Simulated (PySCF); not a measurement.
Compound: C3H13NSi2.
SMILES: `N([SiH2][SiH3])C(C)C`

Vertical excitations from PySCF (density fitting, frozen core in the response, grid level 2 and gas phase unless stated; continuum runs use non-equilibrium linear response for the excitations) on a GFN2-xTB geometry. Reference run:

| settings | S1, eV (f) | S2, eV (f) | S3, eV (f) | S4, eV (f) | S5, eV (f) | S6, eV (f) | T1, eV (Tamm–Dancoff) | mean α (au) |
| --- | --- | --- | --- | --- | --- | --- | --- | --- |
| PBE0/def2-SVPD, full TDDFT, 6 singlets | 5.34 (0.004) | 5.98 (0.012) | 6.25 (0.004) | 6.56 (0.013) | 6.77 (0.017) | 6.89 (0.008) | 5.09 | 103.5 |

**Question.** What do these settings give: HCTH407/IGLO-II, fitting basis def2-universal-jkfit, full TDDFT, 3 singlets?

**Answer.** 
```tsv
settings	S1, eV (f)	S2, eV (f)	S3, eV (f)	S4, eV (f)	S5, eV (f)	S6, eV (f)	T1, eV (Tamm–Dancoff)	mean α (au)
HCTH407/IGLO-II, fitting basis def2-universal-jkfit, full TDDFT, 3 singlets	4.70 (0.002)	5.16 (0.018)	5.87 (0.005)	–	–	–	4.53	99.4
```

S1 moves by -0.64 eV; functional and basis change together, so the shift can't be laid on one. States are counted by energy in each run and needn't keep their character from row to row.

**Question.** Give the leading configurations of S1 (H = HOMO, L = LUMO) and the HOMO–LUMO gap of each run.

**Answer.** 
```csv
settings,S1 configurations (weight),S1 (eV),orbital gap (eV),S1 − gap (eV)
"PBE0/def2-SVPD, full TDDFT, 6 singlets",H→L 0.98,5.34,6.64,-1.30
"HCTH407/IGLO-II, fitting basis def2-universal-jkfit, full TDDFT, 3 singlets",H→L 0.99,4.70,4.63,+0.07
```

The values belong to the conformer `[CH3:1][CH:2]([CH3:3])[NH:4][SiH2:5][SiH3:6]`: C1–C2–N4–Si5 -89°, C2–N4–Si5–Si6 -175°.
